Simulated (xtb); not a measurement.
H7Ge3, doublet, from a rough starting geometry; GFN2-xTB (xtb 6.7.1).

Here is a job for xtb.
```
$ xtb mol.xyz --gfn 2 --uhf 1 --opt vtight --json

# file mol.xyz
10

Ge     1.98239109     0.32590110     0.05596569
Ge     0.02024639    -0.19057074    -1.32551582
Ge    -2.01374433     0.07287006     0.08992614
H      2.63009602    -0.80050231     0.79674331
H      1.72847091     1.35190769     1.18333991
H      3.11431601     0.92146374    -0.64067461
H      0.15060869    -1.79924549    -1.32203138
H     -2.71813752    -1.29263001     0.38271913
H     -3.07336969     0.82919354    -0.50944934
H     -1.75272643     0.62662821     1.41916252
```

The log (banner, timings and long lists left out):

```
   ID    Z sym.   atoms
    1   32 Ge     1-3
    2    1 H      4-10

           -------------------------------------------------
          |                Calculation Setup                |
           -------------------------------------------------

           -------------------------------------------------
          |                 G F N 2 - x T B                 |
           -------------------------------------------------

          ...................................................
          :                      SETUP                      :
          :.................................................:
          :  # basis functions                  37          :
          :  # atomic orbitals                  34          :
          :  # shells                           16          :
          :  # electrons                        19          :
          :  max. iterations                   250          :
          :  Hamiltonian                  GFN2-xTB          :
          :  restarted?                      false          :
          :  GBSA solvation                  false          :
          :  PC potential                    false          :
          :  electronic temp.          300.0000000     K    :
          :  accuracy                    1.0000000          :
          :  -> integral cutoff          0.2500000E+02      :
          :  -> integral neglect         0.1000000E-07      :
          :  -> SCF convergence          0.1000000E-05 Eh   :
          :  -> wf. convergence          0.1000000E-03 e    :
          :  Broyden damping             0.4000000          :
          :  net charge                          0          :
          :  unpaired electrons                  1          :
          ...................................................

 iter      E             dE          RMSdq      gap      omega  full diag
   1     -9.3429178 -0.934292E+01  0.652E+00    4.30       0.0  T
   2     -9.3230075  0.199104E-01  0.557E+00    4.17       1.0  T
   3     -9.3281439 -0.513639E-02  0.422E+00    4.20       1.0  T
   4     -9.3558163 -0.276724E-01  0.801E-01    4.15       1.0  T
   5     -9.3576500 -0.183374E-02  0.320E-01    4.14       1.0  T
   6     -9.3576637 -0.136912E-04  0.252E-01    4.14       1.0  T
   7     -9.3577716 -0.107874E-03  0.494E-02    4.14       1.0  T
   8     -9.3577745 -0.288642E-05  0.124E-02    4.14       2.5  T
   9     -9.3577744  0.101432E-06  0.124E-02    4.14       2.5  T
  10     -9.3577746 -0.197544E-06  0.118E-03    4.14      26.7  T
  11     -9.3577746 -0.715835E-09  0.710E-04    4.14      44.5  T
  12     -9.3577746 -0.585805E-09  0.220E-04    4.14     144.0  T

   *** convergence criteria satisfied after 12 iterations ***

         :::::::::::::::::::::::::::::::::::::::::::::::::::::
         ::                     SUMMARY                     ::
         :::::::::::::::::::::::::::::::::::::::::::::::::::::
         :: total energy              -9.308098713701 Eh    ::
         :: gradient norm              0.057479291200 Eh/a0 ::
         :: HOMO-LUMO gap              4.136781015095 eV    ::
         ::.................................................::
         :: SCC energy                -9.357767496293 Eh    ::
         :: -> isotropic ES           -0.008686792058 Eh    ::
         :: -> anisotropic ES          0.001470317781 Eh    ::
         :: -> anisotropic XC          0.002576451327 Eh    ::
         :: -> dispersion             -0.006406932753 Eh    ::
         :: repulsion energy           0.049668782591 Eh    ::
         :: add. restraining           0.000000000000 Eh    ::
         :: total charge              -0.000000000000 e     ::
         :::::::::::::::::::::::::::::::::::::::::::::::::::::

      -----------------------------------------------------------
     |                   =====================                   |
     |                        A N C O P T                        |
[...]
 * total energy  :    -9.3134189 Eh     change       -0.1311269E-05 Eh
 * total energy  :    -9.3134202 Eh     change       -0.1285337E-05 Eh
 * total energy  :    -9.3134214 Eh     change       -0.1254722E-05 Eh
 * total energy  :    -9.3134226 Eh     change       -0.1222925E-05 Eh
 * total energy  :    -9.3134238 Eh     change       -0.1189887E-05 Eh
 * total energy  :    -9.3134250 Eh     change       -0.1156645E-05 Eh
 * total energy  :    -9.3134261 Eh     change       -0.1124203E-05 Eh
 * total energy  :    -9.3134272 Eh     change       -0.1093843E-05 Eh
 * total energy  :    -9.3134283 Eh     change       -0.1066597E-05 Eh
 * total energy  :    -9.3134293 Eh     change       -0.1043438E-05 Eh
 * total energy  :    -9.3134303 Eh     change       -0.1024853E-05 Eh
 * total energy  :    -9.3134313 Eh     change       -0.1012201E-05 Eh
 * total energy  :    -9.3134324 Eh     change       -0.1003516E-05 Eh
         :: total energy              -9.313433353227 Eh    ::
[...]
         9        2.0000           -0.3913070             -10.6480
        10        1.0000           -0.3489998              -9.4968 (HOMO)
        11                         -0.1924114              -5.2358 (LUMO)
        12                         -0.1676017              -4.5607
        13                         -0.1528817              -4.1601
        14                         -0.1434119              -3.9024
        15                         -0.1087117              -2.9582
        16                         -0.0810815              -2.2063
        17                         -0.0542862              -1.4772
        18                         -0.0463342              -1.2608
        19                          0.0002095               0.0057
        20                          0.0135341               0.3683
        21                          0.0263196               0.7162
       ...                                ...                  ...
        34                          1.4871634              40.4678
      -------------------------------------------------------------
                  HL-Gap            0.1565884 Eh            4.2610 eV
             Fermi-level           -0.3204295 Eh           -8.7193 eV

     #   Z          covCN         q      C6AA      α(0)
     1  32 Ge       3.738     0.084   170.112    23.413
     2  32 Ge       2.775     0.150   217.636    28.746
     3  32 Ge       3.738     0.084   170.113    23.413
     4   1 H        0.935    -0.026     3.546     2.944
     5   1 H        0.935    -0.043     3.930     3.100
     6   1 H        0.936    -0.042     3.893     3.085
     7   1 H        0.910    -0.097     5.470     3.659
     8   1 H        0.935    -0.026     3.545     2.944
     9   1 H        0.936    -0.042     3.895     3.086
    10   1 H        0.935    -0.043     3.929     3.099

 Mol. C6AA /au·bohr⁶  :       2993.620851
 Mol. C8AA /au·bohr⁸  :     193565.539726
 Mol. α(0) /au        :         97.488637

Wiberg/Mayer (AO) data.
largest (>0.10) Wiberg bond orders for each atom

 ---------------------------------------------------------------------------
     #   Z sym  total        # sym  WBO       # sym  WBO       # sym  WBO
 ---------------------------------------------------------------------------
     1  32 Ge   3.408 --     6 H    0.852     5 H    0.847     4 H    0.833
                             2 Ge   0.713
     2  32 Ge   2.677 --     7 H    0.854     1 Ge   0.713     3 Ge   0.713
     3  32 Ge   3.407 --     9 H    0.852    10 H    0.847     8 H    0.834
                             2 Ge   0.713
     4   1 H    0.997 --     1 Ge   0.833
     5   1 H    0.997 --     1 Ge   0.847
     6   1 H    0.979 --     1 Ge   0.852
     7   1 H    0.990 --     2 Ge   0.854
     8   1 H    0.997 --     3 Ge   0.834
     9   1 H    0.979 --     3 Ge   0.852
    10   1 H    0.997 --     3 Ge   0.847
 ---------------------------------------------------------------------------

Topologies differ in total number of bonds
Writing topology from bond orders to xtbtopo.mol

molecular dipole:
                 x           y           z       tot (Debye)
 q only:       -0.010       0.127      -0.247
   full:       -0.007       0.086      -0.285       0.757
molecular quadrupole (traceless):
                xx          xy          yy          xz          yz          zz
 q only:       -1.970      -0.126      -0.348       0.079      -1.102       2.318
  q+dip:       -5.012      -0.549       1.821       0.142      -1.927       3.191
   full:       -4.100      -0.395       0.827       0.110      -1.522       3.273

optimized geometry written to: xtbopt.xyz

           -------------------------------------------------
          | TOTAL ENERGY               -9.313433353227 Eh   |
          | GRADIENT NORM               0.000096362736 Eh/α |
          | HOMO-LUMO GAP               4.260987998155 eV   |
           -------------------------------------------------
```

Convergence was not reached.
